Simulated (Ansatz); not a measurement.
[ZnCl4]2- (ZnCl₄²⁻). Charge -2, multiplicity 1. Geometry r2SCAN-D4/def2-SVPD; atoms count from 1.

```xyz
5

Zn    0.000    0.000    0.000
Cl   -2.067    0.791   -0.782
Cl   -0.328   -1.985    1.209
Cl    0.977    1.614    1.396
Cl    1.418   -0.420   -1.822
```

A multiply charged anion in the gas phase is held together partly by the finite basis. The highest occupied level of the charge -2 singlet lies above zero (up to 0.06 eV). The electron is either unbound and held by the finite basis, or the level is raised by self-interaction error.

(1) Estimate the Mulliken populations from the PBE0/def2-TZVPD orbitals of Ansatz.

(2) And the Mayer bond orders between heavy atoms (over 0.3)?

Answers

(1) 
```tsv
atom	charge (e)	d electrons
Zn1	0.59	10.16
Cl2	-0.65	–
Cl3	-0.65	–
Cl4	-0.65	–
Cl5	-0.65	–
```
Mulliken values depend strongly on the basis. With diffuse functions, as here, like atoms can get unlike values, and bond orders can come out too low or too high.

(2) Zn1–Cl2 0.58 (2.35 Å); Zn1–Cl3 0.58 (2.35 Å); Zn1–Cl4 0.58 (2.35 Å); Zn1–Cl5 0.58 (2.35 Å).
